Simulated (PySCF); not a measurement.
C$_{2}$H$_{6}$N (SMILES C[CH]N), doublet, geometry from GFN2-xTB. Base run: DF-R2SCAN/aug-cc-pVDZ in PySCF.

Input for PySCF:
```python
from pyscf import gto, scf, dft

mol = gto.Mole()
mol.atom = '''
    C     1.23129600   -0.25669769   -0.09655273
    C    -0.05799116    0.17393746    0.49940779
    N    -1.20100732    0.14966202   -0.31016964
    H     1.64723200    0.48863493   -0.78864494
    H     1.96813276   -0.42204686    0.68733552
    H     1.10338449   -1.18365188   -0.65721155
    H    -0.05524989    0.94758192    1.24931036
    H    -2.06668125    0.26362547    0.19896649
    H    -1.22959588   -0.64521633   -0.93569883
'''
mol.basis = 'aug-cc-pvdz'
mol.spin = 1
mol.verbose = 4
mol.build()

mf = dft.UKS(mol)
mf.xc = 'r2scan'
mf = mf.density_fit(auxbasis='def2-universal-jkfit')
mf.kernel()
```

Variants of this job, named by their change:

```csv
change,basis functions,E (Eh),HOMO (eV),dipole (D),core-seconds (rough)
base,123,-134.45549,-3.20,0.84,20
basis = STO-3G,…,…,…,…,4
basis = 6-31G,39,-134.39193,-2.67,1.16,6
basis = LANL2DZ,39,…,-2.83,…,6
basis = pcseg-0,39,-134.05882,-2.79,1.10,6
basis = pcseg-1,72,-134.40671,-3.08,0.96,10
basis = pc-1,72,-134.40832,-3.08,0.97,10
basis = def2-SVP,72,-134.33532,-2.92,1.01,10
basis = cc-pVDZ,72,…,-2.83,1.01,10
basis = 6-311G**,90,-134.47372,-2.99,0.99,10
basis = 6-311++G**,…,…,-3.22,0.86,10
"basis = 6-311+G(2d,p)",117,-134.48112,-3.22,0.86,20
basis = def2-TZVPD,165,-134.49119,-3.22,0.84,30
```

### Question
Complete the blanks.

### Answer

- basis = STO-3G, basis functions: 21
- basis = STO-3G, E (Eh): -132.75411
- basis = STO-3G, HOMO (eV): -0.29
- basis = STO-3G, dipole (D): 1.15
- basis = LANL2DZ, E (Eh): -134.41677
- basis = LANL2DZ, dipole (D): 1.06
- basis = cc-pVDZ, E (Eh): -134.44158
- basis = 6-311++G**, basis functions: 108
- basis = 6-311++G**, E (Eh): -134.47847

Totals compare only among sets that treat the same electrons; sets with core potentials leave the core out.

Open shells are given as the SCF converged; they aren't shown to be the lowest states, and a large step between rows can be another state.
